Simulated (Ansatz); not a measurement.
```yaml
crystal:
  periodic: [false, false, false]
  atoms:
    - {symbol: F, position_ang: [0.092217, -0.731442, 1.695352]}
    - {symbol: Ti, position_ang: [0.246334, -0.526788, -0.025420]}
    - {symbol: F, position_ang: [1.749597, -1.118780, -0.657773]}
    - {symbol: Cl, position_ang: [-1.441231, -1.496290, -1.009220]}
    - {symbol: Se, position_ang: [0.238753, 1.823972, -0.518110]}
    - {symbol: H, position_ang: [-0.843670, 1.985330, 0.468971]}
basis:
  gaussian: {orbitals: 6-31G}
hamiltonian: {xc: {name: PBE0}, dispersion: d4}
output: {forces: true}
```

```sh
$ ansatz run in.yaml --threads 4 --pin off --events-out ev --progress --plain --max-ram 10444MiB
```

Shortened log:

```
Functional definition: PBE0
976 factors; integrals over basis functions are off by at most 4.9e-4 eV
mean field evaluation 1: about -106400.5259 eV, gradient 5.9e1 eV
mean field evaluation 2: about -106098.8181 eV, gradient 4.4e2 eV
mean field evaluation 4: about -106406.8883 eV, gradient 2.5e1 eV
mean field evaluation 8: about -106408.3658 eV, gradient 6.1e-1 eV
mean field evaluation 16: about -106408.4030 eV, gradient 3.3e-4 eV
mean field -106408.40297929 eV, -3910.4366832827 hartree, gradient 2.2e-5 eV, S^2 0.000000; 0 other end points of the search recorded, 0 dependent functions left out
reference -106408.40303418 eV, -3910.4366853000 hartree; 46, 46 occupied and 45, 45 virtual orbitals, 976 factors
Total energy: -106408.56088128 eV, -3910.4424860741 hartree
Atom 0 at     0.092217    -0.731442     1.695352 Å, force    -0.058760    -0.042248     0.555398 eV/Å
Atom 1 at     0.246334    -0.526788    -0.025420 Å, force     0.118361     0.486187    -0.213644 eV/Å
Atom 2 at     1.749597    -1.118780    -0.657773 Å, force     0.452828    -0.202780    -0.184941 eV/Å
Atom 3 at    -1.441231    -1.496290    -1.009220 Å, force    -0.430043    -0.237674    -0.238863 eV/Å
Atom 4 at     0.238753     1.823972    -0.518110 Å, force     0.231170    -0.175484    -0.169388 eV/Å
Atom 5 at    -0.843670     1.985330     0.468971 Å, force    -0.313556     0.171999     0.251437 eV/Å
Dipole moment:    -0.055166     0.210060     0.142419 e Å
```

Run time 2.1 s (4 threads of an Arm Neoverse V2 on a shared host); peak host memory 0.22 GiB.
